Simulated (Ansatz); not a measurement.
Input file for Ansatz (an electronic-structure program): U-BHLYP/def2-TZVPP on CuSn, 2S+1 = 2, a spin state set in the input, which need not be the lowest, a point of a bond scan (R = 2.503 Å). Elements past Kr take the def2 small-core potentials; no spin–orbit coupling.

Ansatz 0.2 input:
```yaml
crystal:
  periodic: [false, false, false]
  atoms:
    - {symbol: Cu, position_ang: [0.00000000, 0.00000000, 0.00000000]}
    - {symbol: Sn, position_ang: [0.00000000, 0.00000000, 2.50346800]}
basis:
  gaussian:
    orbitals: def2-TZVPP
    pivot_positions_ang: [[0.00000000, 0.00000000, 0.00000000], [0.00000000, 0.00000000, 2.50346800]]
hamiltonian:
  xc: {name: BHLYP}
magnetization: {spin_polarized: true, initial_magnetization: 1}
output: {forces: true, orbitals: {seedname: ./end}}
```

The head of its log:

```
WARN ansatz: RAYON_NUM_THREADS=1 ignored (pool sized by the plan → 1); use --threads N
Functional definition: BHLYP
integrals: 0.06 GiB planned
1041 factors; integrals over basis functions are off by at most 3.8e-4 eV
mean field: 0.76 GiB planned
mean field evaluation 1: about -50463.3052 eV, gradient 4.8e1 eV
mean field evaluation 2: about -50156.5071 eV, gradient 3.4e2 eV
```

Question: Give the final energy of this run.

Answer: -1854.6777 hartree.
